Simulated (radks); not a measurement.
Initial-state core-level shifts of neutral chromium when its valence configuration changes from [Ar] 3d5 4s1. Calculated with a radial shooting solver on a logarithmic mesh with Libxc functionals: non-relativistic Kohn-Sham, r2SCAN, spin-polarised, spherical densities, point nucleus; open shells are filled with parallel spins first; meta-GGA in the generalised Kohn-Sham scheme. Shifts are changes of the shell-averaged eigenvalues in eV (positive: less bound); the change of the density at the nucleus, which sets a Mossbauer isomer shift, is in e/bohr^3, on a base of 9318.

| valence | 1s | 2s | 2p | 3s | density at nucleus |
|---|---|---|---|---|---|
| 3d6 | -0.637 | -0.283 | -0.310 | -0.523 | -3.6840 |
| 3d4 4s2 | -5.041 | -5.594 | -5.549 | -5.086 | +4.1503 |
| 3d4 4s1 4p1 | -6.088 | -6.650 | -6.605 | -6.120 | +1.5573 |
| 3d5 4p1 | -1.442 | -1.294 | -1.304 | -1.452 | -3.5061 |
| 3d4 4p2 | -7.478 | -7.945 | -7.906 | -7.500 | -2.4940 |
| 3d4.5 4s1 4p0.5 | -2.860 | -3.101 | -3.081 | -2.912 | +0.6516 |
| 3d4.5 4s1.5 | -2.392 | -2.622 | -2.602 | -2.445 | +1.6785 |
| 3d3 4p3 | -14.805 | -16.181 | -16.078 | -14.472 | -0.7935 |
| 3d4.5 4s0.5 4p1 | -3.578 | -3.758 | -3.742 | -3.632 | -1.2278 |
